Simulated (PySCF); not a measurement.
PySCF input (BP86/def2-SVP):

```python
from pyscf import gto, dft

mol = gto.M(
    atom='''
    Si    1.20246600   -0.33920400   -0.22124700
    O     1.75137600   -0.10526400   -1.62564800
    Br   -0.88130100    0.15974200    0.46007500
    ''',
    basis='def2-svp',
    charge=0,
    spin=1,
    verbose=4,
)

mf = dft.UKS(mol, xc='bp86')
mf.grids.level = 3
mf.conv_tol = 1e-9
mf.max_cycle = 100
mf.max_memory = 1500
mf.kernel()
if not mf.converged:
    mf = mf.newton()
    mf.kernel(mf.make_rdm1())
mo, _, stable, _ = mf.stability(return_status=True)
if not stable:
    mf.kernel(mf.make_rdm1(mo, mf.mo_occ))
    stable = mf.stability(return_status=True)[2]
mf.dip_moment()
```

Output:

```
PySCF version 2.14.0

[INPUT] verbose = 4
[INPUT] num. atoms = 3
[INPUT] num. electrons = 57
[INPUT] charge = 0
[INPUT] spin (= nelec alpha-beta = 2S) = 1
[INPUT] symmetry False subgroup None
[INPUT] Mole.unit = angstrom
[INPUT] Symbol           X                Y                Z      unit          X                Y                Z       unit  Magmom
[INPUT]  1 Si     1.202466000000  -0.339204000000  -0.221247000000 AA    2.272331414101  -0.641002660357  -0.418096235882 Bohr   0.0
[INPUT]  2 O      1.751376000000  -0.105264000000  -1.625648000000 AA    3.309620981136  -0.198920130776  -3.072029494947 Bohr   0.0
[INPUT]  3 Br    -0.881301000000   0.159742000000   0.460075000000 AA   -1.665417523305   0.301868630590   0.869415746759 Bohr   0.0

nuclear repulsion = 198.144868005378
number of shells = 26
number of NR pGTOs = 134
number of NR cGTOs = 64
basis = def2-svp
ecp = {}

******** <class 'pyscf.dft.uks.UKS'> ********
method = UKS
initial guess = minao
damping factor = 0
level_shift factor = 0
DIIS = <class 'pyscf.scf.diis.CDIIS'>
diis_start_cycle = 1
diis_space = 8
diis_damp = 0
SCF conv_tol = 1e-09
SCF conv_tol_grad = None
SCF max_cycles = 100
direct_scf = True
direct_scf_tol = 1e-13
number electrons alpha = 29  beta = 28
XC library pyscf.dft.libxc version 7.1.2
    S. Lehtola, C. Steigemann, M. J. T. Oliveira, and M. A. L. Marques,  SoftwareX 7, 1–5 (2018)
XC functionals = bp86
    A. D. Becke,  Phys. Rev. A 38, 3098 (1988)
    J. P. Perdew,  Phys. Rev. B 33, 8822 (1986)
    J. P. Perdew,  Phys. Rev. B 34, 7406–7406 (1986)
radial grids:
    Treutler-Ahlrichs [JCP 102, 346 (1995); DOI:10.1063/1.469408] (M4) radial grids

becke partition: Becke, JCP 88, 2547 (1988); DOI:10.1063/1.454033
pruning grids: <function nwchem_prune>
grids dens level: 3
symmetrized grids: False
atomic radii adjust function: <function treutler_atomic_radii_adjust>
small_rho_cutoff = 0
Set gradient conv threshold to 3.16228e-05
tot grids = 53688
init E= -2937.86384546617
  alpha nocc = 29  HOMO = -0.22544415700735  LUMO = -0.10729003094765
  beta  nocc = 28  HOMO = -0.319357365212441  LUMO = -0.225444157007349

WARN: HOMO -0.22544415700735 >= LUMO -0.225444157007349

cycle= 1 E= -2938.4253746387  delta_E= -0.562  |g|= 0.788  |ddm|= 1.58
  alpha nocc = 29  HOMO = -0.0500467910503537  LUMO = 0.0618147628378103
  beta  nocc = 28  HOMO = -0.113661631650582  LUMO = -0.0325259114156706
  HOMO = -0.0500467910504  LUMO = -0.0325259114157  gap/eV = 0.47677
cycle= 2 E= -2932.62561482411  delta_E=  5.8  |g|= 2.62  |ddm|= 3.63
  alpha nocc = 29  HOMO = -0.222581261073671  LUMO = -0.0851738248152016
  beta  nocc = 28  HOMO = -0.247250818013005  LUMO = -0.184309138761841
  HOMO = -0.222581261074  LUMO = -0.184309138762  gap/eV = 1.04144
cycle= 3 E= -2938.67213047509  delta_E= -6.05  |g|= 0.224  |ddm|= 3.44
  alpha nocc = 29  HOMO = -0.22134019143723  LUMO = -0.0719457691159153
  beta  nocc = 28  HOMO = -0.253025408957928  LUMO = -0.187500902724364
  HOMO = -0.221340191437  LUMO = -0.187500902724  gap/eV = 0.92081
cycle= 4 E= -2938.65523655596  delta_E= 0.0169  |g|= 0.313  |ddm|= 0.844
  alpha nocc = 29  HOMO = -0.238580508642915  LUMO = -0.092905012354795
  beta  nocc = 28  HOMO = -0.273947776684341  LUMO = -0.200536557457636
  HOMO = -0.238580508643  LUMO = -0.200536557458  gap/eV = 1.03523
cycle= 5 E= -2938.71416525014  delta_E= -0.0589  |g|= 0.107  |ddm|= 0.42
  alpha nocc = 29  HOMO = -0.236965917750402  LUMO = -0.0909701228029016
  beta  nocc = 28  HOMO = -0.275508754476294  LUMO = -0.197277266633235
  HOMO = -0.23696591775  LUMO = -0.197277266633  gap/eV = 1.07998
cycle= 6 E= -2938.71909309344  delta_E= -0.00493  |g|= 0.0531  |ddm|= 0.0699
  alpha nocc = 29  HOMO = -0.238547445409448  LUMO = -0.0920751325358937
  beta  nocc = 28  HOMO = -0.2785089542865  LUMO = -0.197845281754184
  HOMO = -0.238547445409  LUMO = -0.197845281754  gap/eV = 1.10756
cycle= 7 E= -2938.72032014706  delta_E= -0.00123  |g|= 0.018  |ddm|= 0.0345
  alpha nocc = 29  HOMO = -0.23807638022163  LUMO = -0.0913747679948189
  beta  nocc = 28  HOMO = -0.278235989920282  LUMO = -0.197006300710396
  HOMO = -0.238076380222  LUMO = -0.19700630071  gap/eV = 1.11757
cycle= 8 E= -2938.72043908113  delta_E= -0.000119  |g|= 0.00891  |ddm|= 0.012
  alpha nocc = 29  HOMO = -0.238406842008308  LUMO = -0.0917491934875976
  beta  nocc = 28  HOMO = -0.278649283333685  LUMO = -0.197221444377861
  HOMO = -0.238406842008  LUMO = -0.197221444378  gap/eV = 1.12071
cycle= 9 E= -2938.7204794349  delta_E= -4.04e-05  |g|= 0.00168  |ddm|= 0.0072
  alpha nocc = 29  HOMO = -0.238340154701202  LUMO = -0.091712701375668
  beta  nocc = 28  HOMO = -0.278703146264556  LUMO = -0.197134614955393
  HOMO = -0.238340154701  LUMO = -0.197134614955  gap/eV = 1.12126
cycle= 10 E= -2938.7204810201  delta_E= -1.59e-06  |g|= 0.000155  |ddm|= 0.00195
  alpha nocc = 29  HOMO = -0.238364532680988  LUMO = -0.0917401390297448
  beta  nocc = 28  HOMO = -0.278722425100029  LUMO = -0.197159539715323
  HOMO = -0.238364532681  LUMO = -0.197159539715  gap/eV = 1.12124
cycle= 11 E= -2938.72048103291  delta_E= -1.28e-08  |g|= 6.88e-05  |ddm|= 0.000249
  alpha nocc = 29  HOMO = -0.238362817600388  LUMO = -0.0917396334844787
  beta  nocc = 28  HOMO = -0.278714616224983  LUMO = -0.197157025995655
  HOMO = -0.2383628176  LUMO = -0.197157025996  gap/eV = 1.12127
cycle= 12 E= -2938.72048103574  delta_E= -2.82e-09  |g|= 1.18e-05  |ddm|= 8.56e-05
  alpha nocc = 29  HOMO = -0.238360437234758  LUMO = -0.091738425985683
  beta  nocc = 28  HOMO = -0.27871316193757  LUMO = -0.197154257334577
  HOMO = -0.238360437235  LUMO = -0.197154257335  gap/eV = 1.12128
cycle= 13 E= -2938.72048103585  delta_E= -1.09e-10  |g|= 7.56e-06  |ddm|= 2.85e-05
  alpha nocc = 29  HOMO = -0.238361867274273  LUMO = -0.091740127845759
  beta  nocc = 28  HOMO = -0.278714897222554  LUMO = -0.197155370752489
  HOMO = -0.238361867274  LUMO = -0.197155370752  gap/eV = 1.12129
Extra cycle  E= -2938.72048103548  delta_E= 3.62e-10  |g|= 2.87e-05  |ddm|= 3.61e-05
converged SCF energy = -2938.72048103548  <S^2> = 0.75268999  2S+1 = 2.0026882
uhf_internal: lowest eigs of H = [0.15918219 0.17250591 0.21891491]
<class 'pyscf.dft.uks.UKS'> wavefunction is stable in the internal stability analysis
Dipole moment(X, Y, Z, Debye): -0.61462, -0.42265,  2.11132
```

The geometry given is a B3LYP-D3(BJ)/def2-TZVP minimum.
